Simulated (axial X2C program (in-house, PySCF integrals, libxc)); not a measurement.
# ZrCl: properties at the nuclei

Calculated with an axial X2C code built on PySCF integrals: two-component X2C with atomic mean-field Coulomb and Gaunt terms, Gaussian nuclei, basis Zr dyall-cv3z, Cl dyall-av3z with contracted cores.

R = 2.332 Å (near the PBE0 minimum at charge 0 of the determinant lowest at the starting distance; the state shown can have its own minimum elsewhere).

Determinant lowest in the PBE0 search, Ω = 3/2 (⟨Sz⟩ = 1.50, ⟨Lz⟩ = 0.00 at PBE0), spin on the atoms Zr 1.51, Cl -0.01:

| level | Eeff magnitude (GV/cm) | Ws magnitude Zr (kHz) | A∥/gI Zr (MHz) | qzz Zr (a.u.) | A∥/gI Cl (MHz) | qzz Cl (a.u.) | μ (D) |
| --- | --- | --- | --- | --- | --- | --- | --- |
| PBE0 | 1.87 | 0.563 | 850 | 1.01 | 6.95 | 0.34 | -4.04 |
| HF | 2.78 | 0.838 | 747 | 0.31 | 0.323 | 0.13 | -4.23 |
| BHandHLYP | 2.32 | 0.693 | 883 | 0.79 | 7.81 | 0.27 | -4.23 |
| TPSSh | 1.52 | 0.453 | 800 | 1.01 | 5.77 | 0.31 | -4.09 |
| BP86 | 1.9 | 0.574 | 890 | 1.26 | 11.9 | 0.33 | -3.47 |

Determinant 0.12 eV from it at PBE0 and this distance, Ω = 3/2 (⟨Sz⟩ = -1.50, ⟨Lz⟩ = 3.00 at PBE0), spin on the atoms Zr -1.50, Cl 0.00:

| level | Eeff magnitude (GV/cm) | Ws magnitude Zr (kHz) | A∥/gI Zr (MHz) | qzz Zr (a.u.) | A∥/gI Cl (MHz) | qzz Cl (a.u.) | μ (D) |
| --- | --- | --- | --- | --- | --- | --- | --- |
| PBE0 | 1.78 | 0.584 | -546 | -1.04 | 29.1 | 0.39 | -3.21 |
| HF | 2.48 | 0.821 | -442 | -1.44 | 14.2 | 0.12 | -3.00 |
| BHandHLYP | 0.994 | 0.301 | -532 | -1.22 | 15.4 | 0.28 | -3.37 |
| TPSSh | 1.7 | 0.563 | -508 | -1.02 | 30.7 | 0.36 | -3.06 |
| BP86 | 1.68 | 0.551 | -584 | -0.88 | 34.4 | 0.40 | -2.82 |

Eeff is the effective electric field on the electron electric dipole moment in this Ω state and Ws the scalar–pseudoscalar constant of the nucleus named (defined with the proton number Z and per Ω); A∥ (defined per Ω) follows by multiplying with gI = μI/(I μN); qzz is the electric field gradient, eQq0 = 234.96 MHz × Q/barn × qzz; μ is positive if the Cl end (last atom) is positive. The operators were transformed with the bare-nucleus X2C matrices; with these basis sets, hyperfine constants and field gradients can be off by tens of per cent, and where levels differ in sign neither size nor sign is settled.

Question: With gI(91Zr) = -0.5214 (g factors from the IAEA table of nuclear moments by Stone), turn the PBE0 values of the first state into constants in MHz.

Answer: A∥(91Zr) = 850 × -0.5214 = -443 MHz.

Each state is one determinant with collinear spin, which with several unpaired electrons need not be a pure state. Unrestricted Hartree–Fock can overshoot spin polarisation at the nuclei. This is the top spin component of a Σ state; components of lower Ω are not single determinants and can lie lower. With several open shells hyperfine constants can be off by a factor of several. Where Eeff spreads by more than a factor of two the levels disagree and none is to be relied on. At BHandHLYP, HF a later determinant lies lower. States lie within half an eV, so the first need not be the ground state. Further determinants of the search, some of them spin-mixed, are not shown. Where a field gradient or hyperfine factor spreads by more than a factor of two over the levels, a constant derived from it is not to be relied on. PBE0 term energies can be off by some tenths of an eV.
